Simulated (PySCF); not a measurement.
Job for PySCF: R-M06-2X/def2-TZVPP on C2H6O (SMILES CCO).

```python
from pyscf import gto, dft

mol = gto.M(
    atom='''
    C    -0.86840633    0.22799255    0.20122421
    C     0.38735082   -0.35387945   -0.42546175
    O     1.56481279    0.36810898   -0.07535489
    H    -1.75445231   -0.31970965   -0.12864574
    H    -0.98502819    1.27663405   -0.07639003
    H    -0.82708717    0.16533018    1.29229474
    H     0.49061127   -1.41292848   -0.15709837
    H     0.33007543   -0.29840458   -1.51341661
    H     1.66222369    0.34695640    0.88284843
    ''',
    basis='def2-tzvpp',
    charge=0, spin=0, verbose=4, max_memory=1800)
mf = dft.RKS(mol, xc='m062x').density_fit(auxbasis='def2-universal-jkfit')
mf.grids.level = 4
mf.conv_tol = 1e-9
mf.max_cycle = 150
mf.kernel()
mf.dip_moment()
```

Output:

```
PySCF version 2.14.0

[INPUT] verbose = 4
[INPUT] num. atoms = 9
[INPUT] num. electrons = 26
[INPUT] charge = 0
[INPUT] spin (= nelec alpha-beta = 2S) = 0
[INPUT] symmetry False subgroup None
[INPUT] Mole.unit = angstrom
[INPUT] Symbol           X                Y                Z      unit          X                Y                Z       unit  Magmom
[INPUT]  1 C     -0.868406330000   0.227992550000   0.201224210000 AA   -1.641050128539   0.430843477941   0.380258646532 Bohr   0.0
[INPUT]  2 C      0.387350820000  -0.353879450000  -0.425461750000 AA    0.731986963926  -0.668735241612  -0.804006183978 Bohr   0.0
[INPUT]  3 O      1.564812790000   0.368108980000  -0.075354890000 AA    2.957067609317   0.695625156193  -0.142400104247 Bohr   0.0
[INPUT]  4 H     -1.754452310000  -0.319709650000  -0.128645740000 AA   -3.315434364511  -0.604163677881  -0.243105215692 Bohr   0.0
[INPUT]  5 H     -0.985028190000   1.276634050000  -0.076390030000 AA   -1.861433504076   2.412488715794  -0.144356235347 Bohr   0.0
[INPUT]  6 H     -0.827087170000   0.165330180000   1.292294740000 AA   -1.562968232442   0.312428760325   2.442083130816 Bohr   0.0
[INPUT]  7 H      0.490611270000  -1.412928480000  -0.157098370000 AA    0.927120933925  -2.670047860798  -0.296872893916 Bohr   0.0
[INPUT]  8 H      0.330075430000  -0.298404580000  -1.513416610000 AA    0.623752163148  -0.563902930516  -2.859942905268 Bohr   0.0
[INPUT]  9 H      1.662223690000   0.346956400000   0.882848430000 AA    3.141147531864   0.655652573165   1.668341742202 Bohr   0.0

nuclear repulsion = 81.6356897075603
number of shells = 69
number of NR pGTOs = 234
number of NR cGTOs = 177
basis = def2-tzvpp
ecp = {}


******** <class 'pyscf.df.df_jk.DFRKS'> ********
method = DFRKS
initial guess = minao
damping factor = 0
level_shift factor = 0
DIIS = <class 'pyscf.scf.diis.CDIIS'>
diis_start_cycle = 1
diis_space = 8
diis_damp = 0
SCF conv_tol = 1e-09
SCF conv_tol_grad = None
SCF max_cycles = 150
direct_scf = False
XC library pyscf.dft.libxc version 7.1.2
    S. Lehtola, C. Steigemann, M. J. T. Oliveira, and M. A. L. Marques,  SoftwareX 7, 1–5 (2018)
XC functionals = m062x
    Y. Zhao and D. G. Truhlar,  Theor. Chem. Acc. 120, 215 (2008)
    Y. Zhao and D. G. Truhlar,  Theor. Chem. Acc. 120, 215 (2008)
radial grids:
    Treutler-Ahlrichs [JCP 102, 346 (1995); DOI:10.1063/1.469408] (M4) radial grids

becke partition: Becke, JCP 88, 2547 (1988); DOI:10.1063/1.454033
pruning grids: <function nwchem_prune>
grids dens level: 4
symmetrized grids: False
atomic radii adjust function: <function treutler_atomic_radii_adjust>
small_rho_cutoff = 0
Set gradient conv threshold to 3.16228e-05
Initial guess from minao.
tot grids = 179728
******** <class 'pyscf.df.df.DF'> ********
auxbasis = def2-universal-jkfit
init E= -155.195946690077
  HOMO = -0.356364335914709  LUMO = 0.0218752555584665  gap/eV = 10.29242
cycle= 1 E= -154.970570688009  delta_E= 0.225  |g|= 0.558  |ddm|= 1.88
  HOMO = -0.245251927590104  LUMO = 0.0655589583764993  gap/eV = 8.45759
cycle= 2 E= -154.958065653731  delta_E= 0.0125  |g|= 0.655  |ddm|= 0.756
  HOMO = -0.350512883319681  LUMO = 0.0589943944638058  gap/eV = 11.14326
cycle= 3 E= -155.029924690167  delta_E= -0.0719  |g|= 0.0474  |ddm|= 0.415
  HOMO = -0.350258531451694  LUMO = 0.0605031893811123  gap/eV = 11.17740
cycle= 4 E= -155.030287723669  delta_E= -0.000363  |g|= 0.02  |ddm|= 0.0354
  HOMO = -0.350025106615675  LUMO = 0.06091606687583  gap/eV = 11.18228
cycle= 5 E= -155.03037800583  delta_E= -9.03e-05  |g|= 0.00422  |ddm|= 0.0141
  HOMO = -0.350350510727953  LUMO = 0.0607174119500478  gap/eV = 11.18573
cycle= 6 E= -155.030382192679  delta_E= -4.19e-06  |g|= 0.000519  |ddm|= 0.00398
  HOMO = -0.350289341027917  LUMO = 0.0607720377955872  gap/eV = 11.18555
cycle= 7 E= -155.030382274095  delta_E= -8.14e-08  |g|= 0.00012  |ddm|= 0.000757
  HOMO = -0.35030818805954  LUMO = 0.0607625673566474  gap/eV = 11.18581
cycle= 8 E= -155.030382278962  delta_E= -4.87e-09  |g|= 2.25e-05  |ddm|= 0.000209
  HOMO = -0.350309101842694  LUMO = 0.0607644698447452  gap/eV = 11.18588
cycle= 9 E= -155.03038227917  delta_E= -2.07e-10  |g|= 6.8e-06  |ddm|= 4.43e-05
  HOMO = -0.350310618360744  LUMO = 0.0607642380447473  gap/eV = 11.18592
Extra cycle  E= -155.030382279175  delta_E= -5.46e-12  |g|= 5.68e-06  |ddm|= 9.27e-06
converged SCF energy = -155.030382279175
Dipole moment(X, Y, Z, Debye): -1.15205, -0.71677,  1.06011
```

The run converged.

Cost: about 40 core-seconds (a rough figure).
